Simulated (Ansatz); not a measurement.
CH$_{6}$OSe$_{3}$Si (SMILES CO[Si]([SeH])([SeH])[SeH]), singlet, at the geometry of the source list; PBE/pcseg-0 (Ansatz, a first-principles code).

The Ansatz input:
Ansatz 0.2 input:
```yaml
crystal:
  periodic: [false, false, false]
  atoms:
    - {symbol: C, position_ang: [-1.95000000, -0.52040000, -0.06170000]}
    - {symbol: O, position_ang: [-0.92570000, -0.11270000, 0.79590000]}
    - {symbol: Si, position_ang: [0.60760000, 0.16180000, 0.38130000]}
    - {symbol: Se, position_ang: [1.63070000, -0.14560000, 2.39220000]}
    - {symbol: Se, position_ang: [0.88100000, 2.33720000, -0.40060000]}
    - {symbol: Se, position_ang: [1.12000000, -1.36810000, -1.29350000]}
    - {symbol: H, position_ang: [-1.74440000, -1.52370000, -0.44230000]}
    - {symbol: H, position_ang: [-2.87750000, -0.53190000, 0.50640000]}
    - {symbol: H, position_ang: [-2.05300000, 0.16660000, -0.90440000]}
    - {symbol: H, position_ang: [2.91260000, 0.31970000, 1.92370000]}
    - {symbol: H, position_ang: [-0.08370000, 2.17630000, -1.44840000]}
    - {symbol: H, position_ang: [2.48240000, -0.95910000, -1.44850000]}
basis:
  gaussian:
    orbitals: pcseg-0.json
hamiltonian:
  xc: pbe
```
The basis file holds pcseg-0 in the JSON format of the Basis Set Exchange.

**Question.** Write the output that Ansatz gives for this input, abridged.

**Answer.** 
```
Functional definition: PBE
1126 factors; integrals over basis functions are off by at most 5.3e-4 eV
mean field evaluation 1: about -206811.8427 eV, gradient 5.1e1 eV
mean field evaluation 2: about -206777.3208 eV, gradient 1.4e2 eV
mean field evaluation 4: about -206817.1413 eV, gradient 1.1e1 eV
mean field evaluation 8: about -206817.4131 eV, gradient 1.8e-1 eV
mean field evaluation 16: about -206817.4131 eV, gradient 1.2e-5 eV
mean field -206817.41314299 eV, -7600.3997471271 hartree, gradient 1.2e-5 eV, S^2 0.000000; 0 other end points of the search recorded, 0 dependent functions left out
reference -206817.41317709 eV, -7600.3997483804 hartree; 68, 68 occupied and 41, 41 virtual orbitals, 1126 factors
Total energy: -206817.41317709 eV, -7600.3997483804 hartree
```
